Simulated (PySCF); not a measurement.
C7H9F.
Cartesian coordinates in Å at the GFN2-xTB level; atoms count from 1:
```
atom  x, y, z in Å
C1     2.4681    0.2542    0.0869
C2     1.1436    0.2120   -0.0418
C3     0.3088    1.3475    0.3040
C4    -1.0182    1.2626    0.2798
F5    -1.7740    2.3454    0.5840
C6    -1.7982    0.0350   -0.0485
C7    -0.9126   -1.1931    0.1482
C8     0.4192   -0.9963   -0.5727
H9     2.9743    1.1329    0.4484
H10    3.0893   -0.5875   -0.1664
H11    0.7901    2.2716    0.5858
H12   -2.6843   -0.0109    0.5889
H13   -2.1437    0.0911   -1.0865
H14   -1.4186   -2.0829   -0.2293
H15   -0.7241   -1.3368    1.2142
H16    1.0443   -1.8833   -0.4643
H17    0.2289   -0.8496   -1.6405
```

The calculation used TDDFT B3LYP/def2-SVPD, vertical, gas phase, core orbitals frozen in the response in PySCF.

Kohn–Sham orbitals with the atoms that hold most of them (Löwdin shares over 4%, at most four atoms; ? is withheld):

```
orbital  ε (eV)                            atoms
 LUMO+2    0.98  C1 26%, H10 12%, H9 11%, H13 7%
 LUMO+1    0.36   C6 11%, C7 11%, C8 11%, H14 9%
   LUMO       ?   C1 23%, C4 23%, C2 17%, C3 12%
   HOMO   -6.24                                ?
 HOMO-1   -8.39                                ?
 HOMO-2   -9.13   C8 16%, C2 14%, C7 14%, H14 8%
 HOMO-3   -9.58  C8 25%, C7 20%, C6 19%, H16 12%
```

**Question.** Which atoms hold the HOMO, and with what shares?

**Answer.** C1 (bonded to C and 2 H) 26%; C4 (bonded to 2 C and F) 19%; C3 (bonded to 2 C and H) 17%; C2 (bonded to 3 C) 17%.

**Question.** Which atoms hold the HOMO-1, and with what shares?

**Answer.** C3 (bonded to 2 C and H) 22%; C2 (bonded to 3 C) 20%; C1 (bonded to C and 2 H) 12%; C8 (bonded to 2 C and 2 H) 10%.

**Question.** What is the LUMO energy, and the HOMO–LUMO gap?

**Answer.** ε(LUMO) = -0.78 eV; the gap is 5.46 eV (0.2006 hartree).

**Question.** The HOMO–LUMO gap is 5.46 eV. Where does the response calculation put the lowest singlet, and from which orbitals?

**Answer.** S1 is at 5.55 eV (f = 0.493), 0.09 eV above the gap, made of HOMO→LUMO (91%). Without the coupling terms of the response equations the lowest excitation would equal the gap.

**Question.** One configuration dominates each of S1 and S2. Which, and how do the shares of the two leading atoms of either orbital change from the occupied to the empty one?

**Answer.** 
- S1 (5.55 eV, f 0.493), HOMO→LUMO (91%): C1 26% → 23%, C4 19% → 23%
- S2 (5.81 eV, f 0.051), HOMO→LUMO+1 (91%): C1 26% → at most 10%, C4 19% → at most 10%, C6 at most 17% → 11%, C7 at most 17% → 11%

Löwdin shares depend on the basis, the more so with diffuse functions.

One conformer stands for the species.
